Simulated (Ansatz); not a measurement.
A structure relaxed at PBE0-D4/def2-SVP in Ansatz, charge 0, singlet:

```xyz
18

Zn   -0.1441    3.3654    0.0577
Zn    1.9436   -1.6401    2.2092
Zn   -1.6835   -1.7164   -2.3603
Se   -1.3133    1.1076   -1.4921
Se    0.1019   -2.2737   -0.0434
Se    1.1478    1.1610    1.5868
H    -1.3605    3.5325    1.0275
H     1.0656    3.5741   -0.9134
H     0.8777   -1.8497    3.3355
H     3.2337   -1.6128    1.3236
H    -3.0222   -1.9431   -1.5827
H    -0.5223   -1.6802   -3.4091
H    -2.7240    1.5173   -1.4542
H    -1.1119    1.6824   -2.8290
H    -0.7091   -3.3018    0.6234
H     0.9499   -3.2747   -0.7045
H     0.7857    1.5899    2.9447
H     2.4850    1.7622    1.6803
```

Give its formula and point group.

Zn₃H₁₂Se₃, a cluster cut from zinc blende ZnSe (hydrogen-capped). Point group C3v (tolerance 0.1 Å).

Summarise the bond lengths by kind (pairs closer than 1.2 times the sum of covalent radii, bridged metal pairs left out).

6 × H–Zn 1.56 to 1.57 Å; 6 × H–Se 1.47 Å.
